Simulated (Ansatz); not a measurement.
A run of Ansatz (development build ahead of 0.2.0) on singlet B₆H₆(2-) at this shape:

```xyz
12

B     1.2200    0.0000    0.0000
B    -1.2200    0.0000    0.0000
B     0.0000    1.2566    0.0000
B     0.0000   -1.2566    0.0000
B     0.0000    0.0000    1.2200
B     0.0000    0.0000   -1.2200
H     2.4300    0.0000    0.0000
H    -2.4300    0.0000    0.0000
H     0.0000    2.5029    0.0000
H     0.0000   -2.5029    0.0000
H     0.0000    0.0000    2.4300
H     0.0000    0.0000   -2.4300
```

Its results:

```
Converged                       : yes
Total energy                    : -151.34162 hartree
Spin squared of the determinant : 0.000
```

Problem. Which input gives this output? Name the method, the orbitals and the basis set, and write the input.

Solution. RHF in def2-SVP. An unrestricted run that stays on the closed shell gives the same numbers.

```yaml
crystal:
  periodic: [false, false, false]
  atoms:
    - { symbol: B, position_ang: [1.22, 0.0, 0.0] }
    - { symbol: B, position_ang: [-1.22, 0.0, 0.0] }
    - { symbol: B, position_ang: [0.0, 1.2566, 0.0] }
    - { symbol: B, position_ang: [0.0, -1.2566, 0.0] }
    - { symbol: B, position_ang: [0.0, 0.0, 1.22] }
    - { symbol: B, position_ang: [0.0, 0.0, -1.22] }
    - { symbol: H, position_ang: [2.43, 0.0, 0.0] }
    - { symbol: H, position_ang: [-2.43, 0.0, 0.0] }
    - { symbol: H, position_ang: [0.0, 2.5029, 0.0] }
    - { symbol: H, position_ang: [0.0, -2.5029, 0.0] }
    - { symbol: H, position_ang: [0.0, 0.0, 2.43] }
    - { symbol: H, position_ang: [0.0, 0.0, -2.43] }
basis:
  gaussian: { orbitals: def2-SVP }
total_charge: -2
hamiltonian:
  xc: hf
```

Caution: no unrestricted run beside it, a lower state can exist; no diffuse functions for an anion; other spin multiplicities were not run.
